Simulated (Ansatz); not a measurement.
Ideal-gas functions of AlAsH₃NS (`N[As]1[AlH][S]1`) at 800 K and 1 bar, from an Ansatz frequency run at PBE0-D4/def2-TZVP.

Molar mass 151.0 g/mol, point group C1 (symmetry number 1), electronic degeneracy 1, moments of inertia 110.892, 237.939, 272.642 u Å². Harmonic wavenumbers (cm⁻¹, unscaled): 156, 182, 262, 309, 357, 422, 498, 523, 566, 707, 922, 1586, 1973, 3552, 3658.

Use S(trans) = R[1.5 ln M + 2.5 ln T − 1.1517]; rotational temperatures θ = 24.2544 K / I; S(rot) = R[ln(√π/σ · √(T³/θAθBθC)) + 1.5]; for each mode x = 1.438777 ν̃/T, S = R[x/(eˣ − 1) − ln(1 − e⁻ˣ)] and H = RT x/(eˣ − 1); 1 cm⁻¹ = 0.0119627 kJ/mol; R = 8.31446 J/(mol·K).

Task: By hand: the entropy, in J/(mol·K).

Result: Translation 191.9. Rotation: θ = 0.2187, 0.1019, 0.089 K, giving 126.5. Vibration, mode by mode: 18.91, 17.64, 14.65, 13.31, 12.14, 10.80, 9.50, 9.12, 8.52, 6.86, 5.00, 1.95, 1.12, 0.10, 0.09, in all 129.7. Electronic 0.0. Sum 448.1 J/(mol·K).

Task: By hand: H − E and G − E in kJ/mol, counted from the electronic energy.

Result: Zero-point energy ½ × 15673 × 0.0119627 = 93.7; thermal vibration 50.6; translation, rotation and pV give 4 RT = 26.6. H − E = 170.9 kJ/mol, and G − E = 170.9 − 800 × 448.1/1000 = -187.6 kJ/mol.

Vibration gives 29 % of the entropy. The sum counts one conformer and one mirror image; others add a mixing term.
